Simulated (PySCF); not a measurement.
B2H4O, SMILES BOB. Atoms are numbered in the order given.

```xyz
7

O      0.0000     0.0000     0.0000
B      0.0000     0.0000    -1.3342
H     -0.7412     0.7412    -1.9043
H      0.7412    -0.7412    -1.9043
B      0.0000     0.0000     1.3342
H     -0.7412    -0.7412     1.9043
H      0.7412     0.7412     1.9043
```
Charge 0, spin multiplicity 1.

The structure is a stationary point at B3LYP-D3(BJ)/def2-TZVP.

Two levels are set side by side: PBE/pcJ-1 (PySCF) and PBE0/pcJ-1 (PySCF). One-bond couplings, all four terms, same geometry. Isotopes: 11B, 17O, 1H. Differences are taken from unrounded values.

| quantity | PBE0 | PBE | PBE minus PBE0 |
|---|---|---|---|
| ¹J(B2,H3) (Hz) | 147.8 | 146.7 | -1.1 |
| ¹J(B2,H4) (Hz) | 147.8 | 146.7 | -1.1 |
| ¹J(B5,H6) (Hz) | 147.8 | 146.7 | -1.1 |
| ¹J(B5,H7) (Hz) | 147.8 | 146.7 | -1.1 |

On these quantities the two levels nearly agree.

Rough cost on one machine, each run with all the roots and properties that it gave: PBE0 against PBE within a factor of 2.
